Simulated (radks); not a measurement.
Q: The mean radii <r> (bohr) of the occupied orbitals of an atom or ion are listed with their occupations. Method: Dirac Kohn-Sham, PBE, spin-unpolarised, spherical densities, finite nucleus; Fermi nuclear charge, rms radius of each element as measured or else 0.836 A^(1/3) + 0.57 fm; computed with a radial shooting solver on a logarithmic mesh with Libxc functionals.

orbital  occ.      <r>
1s1/2       2  0.03040
2s1/2       2   0.1313
2p1/2       2   0.1112
2p3/2       4   0.1164
3s1/2       2   0.3581
3p1/2       2   0.3494
3p3/2       4   0.3604
3d3/2       4   0.3327
3d5/2       6   0.3362
4s1/2       2   0.8794
4p1/2       2   0.9394
4p3/2       4   0.9704
4d3/2       4    1.261
4d5/2       6    1.280
5s1/2       1    2.651

Name the element and its charge. Open shells, if any, fill j = l - 1/2 first.

A: Z = 48, cadmium, charge +1: Cd+ in [Kr] 4d10 5s1. The 1s radius gives Z: for a bare nucleus <r> = (2 gamma + 1)/(2Z) with gamma = sqrt(1 - (Z/c)^2), 0.02993 bohr for Z = 48, and screening makes it slightly larger (0.03040 here). The occupations add up to 47, and the charge is Z minus that.
